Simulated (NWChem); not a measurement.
System: SiNH4F; SMILES N[SiH2]F

NWChem input:

```
start job
memory heap 200 mb stack 900 mb global 1100 mb
geometry units angstroms noautosym nocenter noautoz
  Si     0.474687     0.085740     0.029285
  N     -0.338439    -1.427790     0.148622
  F     -0.485504     1.356482    -0.391353
  H      1.507599    -0.034298    -1.047618
  H      1.033319     0.411488     1.379447
  H     -0.964284    -1.620094     0.933965
  H     -0.646794    -1.919330    -0.693237
end
basis spherical
  Si library 6-31g*
  N library 6-31g*
  F library 6-31g*
  H library 6-31g*
end
dft
  xc m05-2x
  iterations 150
end
cosmo
  do_cosmo_smd true
  solvent benzene
end
task dft energy
```

All runs use the structure optimised with PBE-D3(BJ)/def2-SVP. Solvent: benzene.

Level: M05-2X/6-31G* with SMD (1 M gas to 1 M solution), gas-phase geometry. Reactions with the solvent are ignored.

Question: Give the results of this calculation. (M05-2X/6-31G* (spherical d), SMD on the gas-phase geometry.) Quantities: solvation free energy (kcal/mol); cavity-dispersion-structure term (kcal/mol); dipole in solution (D).

Answer: The solvation free energy (kcal/mol) comes out as -2.5 and the cavity-dispersion-structure term (kcal/mol) comes out as 0.6. The dipole in solution (D) comes out as 2.10.
